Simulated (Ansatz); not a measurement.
`c1ccc2c(c1)-c1ccc3ccccc3c1-2`. The state is a triplet with charge 0. Geometry PBE-D4/def2-SVP, that of the neutral singlet; atoms count from 1.

Cartesian coordinates in Å:
```
C -3.6078 2.1940 0.6489
C -2.5394 3.0809 0.4999
C -1.2034 2.6237 0.2710
C -1.0406 1.2542 0.2056
C -2.1391 0.3425 0.3584
C -3.4302 0.7757 0.5801
C -1.1860 -0.8200 0.1711
C -1.0216 -2.2071 0.1054
C 0.2876 -2.6654 -0.1215
C 1.3956 -1.7836 -0.2773
C 2.7164 -2.2779 -0.5071
C 3.7884 -1.4142 -0.6578
C 3.5996 -0.0021 -0.5863
C 2.3400 0.5262 -0.3667
C 1.2129 -0.3369 -0.2064
C -0.1067 0.0819 0.0207
H -4.6174 2.5963 0.8243
H -2.7290 4.1635 0.5614
H -0.3751 3.3384 0.1561
H -4.2865 0.0954 0.6999
H -1.8558 -2.9145 0.2209
H 0.4807 -3.7480 -0.1832
H 2.8688 -3.3674 -0.5620
H 4.7977 -1.8162 -0.8346
H 4.4651 0.6665 -0.7105
H 2.1858 1.6144 -0.3104
```

At PBE0-D4/def2-SVP a singlet of charge 0 lies 1.84 eV below the triplet at the same geometry.

**Question.** Estimate the Mulliken populations from the PBE0/def2-SVP orbitals of Ansatz.

**Answer.** 
```
atom  charge (e)  spin (α − β)
  C1       -0.03          0.19
  C2       -0.03          0.11
  C3       -0.08          0.04
  C4        0.04          0.10
  C5        0.06          0.15
  C6       -0.08         -0.04
  C7        0.06          0.40
  C8       -0.07         -0.24
  C9       -0.03          0.52
 C10        0.01         -0.01
 C11       -0.04          0.09
 C12       -0.01          0.16
 C13       -0.02         -0.01
 C14       -0.02          0.22
 C15       -0.02         -0.14
 C16        0.03          0.52
 H17        0.03         -0.01
 H18        0.03         -0.01
 H19        0.02          0.00
 H20        0.02          0.00
 H21        0.02          0.01
 H22        0.02         -0.03
 H23        0.01         -0.01
 H24        0.03         -0.01
 H25        0.03          0.00
 H26        0.01         -0.01
```
Mulliken values depend strongly on the basis.

**Question.** Where does the spin sit?

**Answer.** Summed by element: C 2.07, H -0.07, of 2 unpaired in all. Largest on single atoms: C9 0.52, C16 0.52, C7 0.40.

**Question.** And the Mayer bond orders between heavy atoms (over 0.3)?

**Answer.** C1–C2 1.33 (1.40 Å); C1–C6 1.36 (1.43 Å); C2–C3 1.39 (1.43 Å); C3–C4 1.36 (1.38 Å); C4–C5 1.11 (1.44 Å); C4–C16 1.11 (1.51 Å); C5–C6 1.39 (1.38 Å); C5–C7 1.05 (1.51 Å); C7–C8 1.39 (1.40 Å); C7–C16 1.01 (1.41 Å); C8–C9 1.34 (1.41 Å); C9–C10 1.14 (1.42 Å); C10–C11 1.37 (1.43 Å); C10–C15 1.22 (1.46 Å); C11–C12 1.35 (1.38 Å); C12–C13 1.37 (1.43 Å); C13–C14 1.37 (1.38 Å); C14–C15 1.31 (1.43 Å); C15–C16 1.25 (1.40 Å).
